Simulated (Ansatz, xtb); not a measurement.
A geometry optimisation of C2H5AlCl with r2SCAN-D4/def2-SVP

The starting geometry of this gas-phase doublet was built from a drawn formula by distance geometry and a force field; its bonds are those of `[CH2][AlH][CH2]Cl`.

```yaml
atoms:
  - { symbol: C, position_ang: [-0.8494, 1.0646, -0.1258] }
  - { symbol: C, position_ang: [-0.9996, -1.9380, 1.5550] }
  - { symbol: Al, position_ang: [-0.2152, -0.1391, 1.4072] }
  - { symbol: Cl, position_ang: [-0.7462, -2.8422, 0.0624] }
  - { symbol: H, position_ang: [-1.6476, 0.5828, -0.6594] }
  - { symbol: H, position_ang: [-0.0136, 1.3323, -0.7421] }
  - { symbol: H, position_ang: [0.9183, 0.3005, 2.3776] }
  - { symbol: H, position_ang: [-0.5259, -2.4856, 2.4152] }
  - { symbol: H, position_ang: [-2.1076, -1.8232, 1.7872] }
```

Problem. Predict what becomes of its bonds when it is optimised with r2SCAN-D4/def2-SVP.

Solution. A new bond forms, giving a structure with Cl4 bridging Al3 and C2, given below by its coordinates. Contacts that close: Al3–Cl4 (3.07 → 2.52 Å).

The energy falls by 0.75 eV over 12 steps:

```json
{"step": "1", "E − E(last) (eV)": "0.752"}
{"step": "2", "E − E(last) (eV)": "0.339"}
{"step": "3", "E − E(last) (eV)": "0.266"}
{"step": "5", "E − E(last) (eV)": "0.086"}
{"step": "6", "E − E(last) (eV)": "0.059"}
{"step": "7", "E − E(last) (eV)": "0.012"}
{"step": "8", "E − E(last) (eV)": "0.003"}
{"step": "10", "E − E(last) (eV)": "0.000"}
{"step": "11", "E − E(last) (eV)": "0.000"}
{"step": "12", "E − E(last) (eV)": "0.000"}
```

Final geometry (Å):

```xyz
9

C    -0.7936    0.8634   -0.1684
C    -1.1804   -1.8445    1.7631
Al   -0.0876   -0.3060    1.1945
Cl   -0.1695   -2.7039    0.4218
H    -1.7353    0.6872   -0.7089
H    -0.3052    1.7889   -0.5054
H     1.2882   -0.0558    1.9373
H    -0.9750   -2.4071    2.6836
H    -2.2285   -1.9701    1.4596
```

From the same start GFN2-xTB reaches the same bonding as this run.

The end wasn't checked by frequencies. Open shells are spin-unrestricted. Run with Ansatz 0.2.0, 110 s on 2 threads of Arm Neoverse V1 (shared host).
